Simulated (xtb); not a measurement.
A run for xtb: GFN2-xTB on GaH4NO2 (SMILES [NH2][Ga]([OH])[OH]), a point of a torsion scan.

```
$ xtb mol.xyz --gfn 2 --sp --chrg 0 --uhf 0
8

N      1.70944424     0.02514891    -0.00657026
Ga    -0.12320062     0.01605472    -0.09168770
O     -1.05925955     1.45364820    -0.37538139
O     -0.90220329    -1.54280946    -0.14777525
H      2.10053424    -0.82797624     0.37628566
H      2.13891603     0.82456045     0.44611902
H     -1.53372360     2.00787096     0.23750829
H     -1.82102153    -1.61482833    -0.40358466
```

The log:

```
[...]
           -------------------------------------------------
          |                Calculation Setup                |
           -------------------------------------------------



           -------------------------------------------------
          |                 G F N 2 - x T B                 |
           -------------------------------------------------

        Reference                      10.1021/acs.jctc.8b01176
      * Hamiltonian:
        H0-scaling (s, p, d)           1.850000    2.230000    2.230000
        zeta-weighting                 0.500000
      * Dispersion:
        s8                             2.700000
        a1                             0.520000
        a2                             5.000000
        s9                             5.000000
      * Repulsion:
        kExp                           1.500000    1.000000
        rExp                           1.000000
      * Coulomb:
        alpha                          2.000000
        third order                    shell-resolved
        anisotropic                    true
        a3                             3.000000
        a5                             4.000000
        cn-shift                       1.200000
        cn-exp                         4.000000
        max-rad                        5.000000


          ...................................................
          :                      SETUP                      :
          :.................................................:
          :  # basis functions                  26          :
          :  # atomic orbitals                  25          :
          :  # shells                           13          :
          :  # electrons                        24          :
          :  max. iterations                   250          :
          :  Hamiltonian                  GFN2-xTB          :
          :  restarted?                      false          :
          :  GBSA solvation                  false          :
          :  PC potential                    false          :
          :  electronic temp.          300.0000000     K    :
          :  accuracy                    1.0000000          :
          :  -> integral cutoff          0.2500000E+02      :
          :  -> integral neglect         0.1000000E-07      :
          :  -> SCF convergence          0.1000000E-05 Eh   :
          :  -> wf. convergence          0.1000000E-03 e    :
          :  Broyden damping             0.4000000          :
          :  net charge                          0          :
          :  unpaired electrons                  0          :
          ...................................................

 iter      E             dE          RMSdq      gap      omega  full diag
   1    -14.3688657 -0.143689E+02  0.126E+01    3.02       0.0  T
   2    -14.4222581 -0.533924E-01  0.912E+00    4.61       1.0  T
   3    -14.4398365 -0.175784E-01  0.529E+00    3.73       1.0  T
   4    -14.4399753 -0.138806E-03  0.107E+00    3.58       1.0  T
   5    -14.4411235 -0.114814E-02  0.231E-01    3.82       1.0  T
   6    -14.4411959 -0.723805E-04  0.197E-01    3.75       1.0  T
   7    -14.4412346 -0.387840E-04  0.267E-02    3.80       1.3  T
   8    -14.4412363 -0.168947E-05  0.710E-03    3.79       5.0  T
   9    -14.4412364 -0.533724E-07  0.205E-03    3.79      17.2  T
  10    -14.4412364 -0.231265E-08  0.104E-03    3.79      33.8  T
  11    -14.4412364 -0.480043E-09  0.115E-04    3.79     306.1  T
  12    -14.4412364 -0.151523E-10  0.334E-05    3.79    1057.3  T

   *** convergence criteria satisfied after 12 iterations ***

         #    Occupation            Energy/Eh            Energy/eV
      -------------------------------------------------------------
         1        2.0000           -0.6838865             -18.6095
       ...           ...                  ...                  ...
         6        2.0000           -0.5238766             -14.2554
         7        2.0000           -0.5172700             -14.0756
         8        2.0000           -0.4783377             -13.0162
         9        2.0000           -0.4684536             -12.7473
        10        2.0000           -0.4623616             -12.5815
        11        2.0000           -0.4505543             -12.2602
        12        2.0000           -0.4126627             -11.2291 (HOMO)
        13                         -0.2733386              -7.4379 (LUMO)
        14                         -0.0829197              -2.2564
        15                          0.0303034               0.8246
        16                          0.0655681               1.7842
        17                          0.0840621               2.2874
       ...                                ...                  ...
        25                          1.2185001              33.1571
      -------------------------------------------------------------
                  HL-Gap            0.1393241 Eh            3.7912 eV
             Fermi-level           -0.3430007 Eh           -9.3335 eV

 SCC (total)                   0 d,  0 h,  0 min,  0.008 sec
 SCC setup                      ...        0 min,  0.000 sec (  1.468%)
 Dispersion                     ...        0 min,  0.000 sec (  0.621%)
 classical contributions        ...        0 min,  0.000 sec (  0.266%)
 integral evaluation            ...        0 min,  0.001 sec ( 17.672%)
 iterations                     ...        0 min,  0.004 sec ( 52.074%)
 molecular gradient             ...        0 min,  0.002 sec ( 25.481%)
 printout                       ...        0 min,  0.000 sec (  2.196%)

         :::::::::::::::::::::::::::::::::::::::::::::::::::::
         ::                     SUMMARY                     ::
         :::::::::::::::::::::::::::::::::::::::::::::::::::::
         :: total energy             -14.352902904416 Eh    ::
         :: gradient norm              0.001027616500 Eh/a0 ::
         :: HOMO-LUMO gap              3.791203052946 eV    ::
         ::.................................................::
         :: SCC energy               -14.441233339583 Eh    ::
         :: -> isotropic ES            0.083880439448 Eh    ::
         :: -> anisotropic ES         -0.002437535410 Eh    ::
         :: -> anisotropic XC          0.001966978133 Eh    ::
         :: -> dispersion             -0.003104470451 Eh    ::
         :: repulsion energy           0.088330435167 Eh    ::
         :: add. restraining           0.000000000000 Eh    ::
         :: total charge               0.000000000000 e     ::
         :::::::::::::::::::::::::::::::::::::::::::::::::::::

           -------------------------------------------------
          |                Property Printout                |
           -------------------------------------------------

    * Orbital Energies and Occupations

         #    Occupation            Energy/Eh            Energy/eV
      -------------------------------------------------------------
         1        2.0000           -0.6838865             -18.6095
         2        2.0000           -0.6757751             -18.3888
         3        2.0000           -0.6182875             -16.8245
         4        2.0000           -0.5914190             -16.0933
         5        2.0000           -0.5551559             -15.1066
         6        2.0000           -0.5238766             -14.2554
         7        2.0000           -0.5172700             -14.0756
         8        2.0000           -0.4783377             -13.0162
         9        2.0000           -0.4684536             -12.7473
        10        2.0000           -0.4623616             -12.5815
        11        2.0000           -0.4505543             -12.2602
        12        2.0000           -0.4126627             -11.2291 (HOMO)
Note: The following floating-point exceptions are signalling: IEEE_UNDERFLOW_FLAG IEEE_DENORMAL
normal termination of xtb
        13                         -0.2733386              -7.4379 (LUMO)
        14                         -0.0829197              -2.2564
        15                          0.0303034               0.8246
        16                          0.0655681               1.7842
        17                          0.0840621               2.2874
        18                          0.0895878               2.4378
        19                          0.1258717               3.4251
        20                          0.1534140               4.1746
        21                          0.1737541               4.7281
        22                          0.2402554               6.5377
        23                          0.4304847              11.7141
       ...                                ...                  ...
        25                          1.2185001              33.1571
      -------------------------------------------------------------
                  HL-Gap            0.1393241 Eh            3.7912 eV
             Fermi-level           -0.3430007 Eh           -9.3335 eV

     #   Z          covCN         q      C6AA      α(0)
     1   7 N        2.527    -0.319    28.236     7.891
     2  31 Ga       2.333     0.145   215.051    32.886
     3   8 O        1.564    -0.446    21.828     6.304
     4   8 O        1.563    -0.434    21.570     6.267
     5   1 H        0.862     0.201     1.099     1.642
     6   1 H        0.861     0.196     1.126     1.662
     7   1 H        0.807     0.325     0.650     1.266
     8   1 H        0.811     0.331     0.634     1.250

 Mol. C6AA /au·bohr⁶  :       1045.066061
 Mol. C8AA /au·bohr⁸  :      53289.885088
 Mol. α(0) /au        :         59.169163


Wiberg/Mayer (AO) data.
largest (>0.10) Wiberg bond orders for each atom

 ---------------------------------------------------------------------------
     #   Z sym  total        # sym  WBO       # sym  WBO       # sym  WBO
 ---------------------------------------------------------------------------
     1   7 N    3.259 --     2 Ga   1.174     5 H    0.916     6 H    0.916
                             4 O    0.123     3 O    0.119
     2  31 Ga   3.731 --     4 O    1.211     3 O    1.194     1 N    1.174
     3   8 O    2.257 --     2 Ga   1.194     7 H    0.850     1 N    0.119
     4   8 O    2.280 --     2 Ga   1.211     8 H    0.849     1 N    0.123
     5   1 H    0.960 --     1 N    0.916
     6   1 H    0.962 --     1 N    0.916
     7   1 H    0.894 --     3 O    0.850
     8   1 H    0.890 --     4 O    0.849
 ---------------------------------------------------------------------------

Topologies differ in total number of bonds
Writing topology from bond orders to xtbtopo.mol

molecular dipole:
                 x           y           z       tot (Debye)
 q only:        0.079       0.241       0.618
   full:       -0.136       0.334       0.887       2.434
molecular quadrupole (traceless):
                xx          xy          yy          xz          yz          zz
 q only:        5.696       0.202      -1.774       1.290       2.810      -3.922
  q+dip:        6.417       0.156      -2.080       2.405       3.471      -4.337
   full:        5.004       0.077      -3.191       2.188       3.844      -1.814


           -------------------------------------------------
          | TOTAL ENERGY              -14.352902904416 Eh   |
          | GRADIENT NORM               0.001027616500 Eh/α |
          | HOMO-LUMO GAP               3.791203052946 eV   |
           -------------------------------------------------

------------------------------------------------------------------------
------------------------------------------------------------------------
 total:
 SCF:
```

The run finished.

Cost: roughly 0.04 core-seconds.
